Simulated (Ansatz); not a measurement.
Basis-set series for `CO[SiH](F)C#N`. The species carries charge 0 and has multiplicity 1. The geometry is a stationary point of PBE0-D4/def2-TZVP. It is one conformer, not always the lowest.

| functional | basis | functions | energy (Eh) | HOMO (eV) | LUMO (eV) |
| --- | --- | --- | --- | --- | --- |
| PBE0-D4 | def2-SVP | 108 | -597.23107 | -9.37 | -0.59 |
| PBE0-D4 | def2-TZVPP | 253 | -597.71333 | -9.48 | -0.90 |
| ωB97M-V | def2-SVP | 108 | -597.56789 | -11.77 | 1.63 |
| ωB97M-V | def2-TZVPP | 253 | -598.06055 | -11.90 | 1.17 |

(1) Give the rows for def2-QZVPP. (An estimate is asked.)

## Answers

(1) The calculation gave: 
```
functional       basis  functions  energy (Eh)  HOMO (eV)  LUMO (eV)
   PBE0-D4  def2-QZVPP        475   -597.74073      -9.50      -0.96
   ωB97M-V  def2-QZVPP        475   -598.08603     -11.92       1.01
```

Positive LUMOs are unbound and depend on the basis.

Results of the Gaussian-basis code of Ansatz.
